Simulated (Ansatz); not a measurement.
A correction line for MP2/def2-TZVPP: atomisation energy

The atomisation energy (no zero-point term) in kJ/mol of 7 P-containing molecules: x at MP2/def2-TZVPP, y at CCSD(T)/CBS estimate. Shapes, held fixed at every level: PBE0-D4/def2-TZVP. Flexible molecules stand in one conformer, not always the lowest. Programs: Ansatz 0.2.0.

| molecule | x (kJ/mol) | y (kJ/mol) |
| --- | --- | --- |
| PH(SiH3)2 | 2698 | 2826 |
| P4O6 (phosphorus(iii) oxide) | 4457 | 4449 |
| P(CH3)3S (trimethylphosphine sulfide) | 5036 | 5129 |
| P(AlH3)(CH3)3 | 5632 | ? |
| C4H11P (SMILES C=P(C)(C)C) | 5774 | 5881 |
| C10H23P (SMILES CC(C)P(C(C)C)C(C)(C)C) | 13185 | 13355 |
| C10H23P (SMILES CCP(C(C)(C)C)C(C)(C)C) | 13192 | 13359 |

Fit y = c + s·x to the known rows and predict y for P(AlH3)(CH3)3.


1. Means of the 6 rows: x = 7390.33, y = 7499.8.
2. Σ(Δx)² = 106015353, Σ(Δx·Δy) = 107000272, so the slope is 107000272/106015353 = 1.0093.
3. Intercept: 7499.8 − (1.0093) × 7390.33 = 40.7. The largest residual of the fit is 90.
4. P(AlH3)(CH3)3: 40.7 + 1.0093 × 5632 = 5725 kJ/mol.

CCSD(T)/CBS estimate gives 5774 kJ/mol, so the prediction is off by -49 kJ/mol, within the largest residual. Uncorrected, MP2/def2-TZVPP misses P(AlH3)(CH3)3 by -142 kJ/mol, and the other rows by 112 on average. The line removes about 65 % of this miss. Left out in turn, the other rows are missed by 44 kJ/mol on average. The CBS estimate extrapolates MP2 from def2-TZVPP and def2-QZVPP and adds CCSD(T) − MP2 in the triple-zeta set, cores frozen.
